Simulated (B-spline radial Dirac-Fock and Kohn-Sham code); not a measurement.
**Core and valence levels of Ba⁴²⁺**

System: barium as Ba⁴²⁺ in the configuration [Ne] 3s2 3p2; nuclear rms radius 4.8378 fm (A = 138).

Method: ΔSCF Dirac-Fock with Breit, self-energy and vacuum polarisation, finite nucleus, configuration average. Computed with a radial B-spline solver. The model has no electron correlation. Energies are counted from the vacuum level.

All terms are in eV, carry their sign (relaxation lowers the binding energy) and add up to the binding energy; ⟨r⟩ is the mean radius of the orbital in the initial state.

```
subshell  −ε (Koopmans)  relaxation   Gaunt  retardation     QED  binding energy  ⟨r⟩ (bohr)
      1s        40332.7      -26.31  -99.66         7.93  -47.15         40167.5       0.026
      2s         8590.3       -4.74  -10.05         0.61   -6.30          8569.8       0.107
   2p1/2         8250.7       -6.71  -17.13         1.77    0.34          8228.9       0.090
   2p3/2         7856.0       -5.89  -12.12         2.21   -0.36          7839.8       0.096
      3s         3381.8       -0.46   -2.48         0.25   -1.67          3377.5       0.262
      3p         3208.1       -0.50   -3.34         0.65   -0.07          3204.8       0.257
```

For the deepest level, K (1s), the Breit terms make up -0.228 % of the binding energy, QED -0.117 % and orbital relaxation -0.066 %.

Going to the tabulated ground configuration of the next ion removes an electron from M2,3 (3p), computed at 3204.8 eV. NIST lists 3266 ± 4 eV as the ionisation energy of this species (theoretical), +61.20 eV from the computed value. Where a p, d or f shell is open in either ion the computed value averages over both j values and all terms, while the table refers to the lowest levels; that difference holds spin-orbit splitting (largest in heavy or highly charged ions), term energies where several electrons share open shells, and correlation, and it can reach 10 % or more.
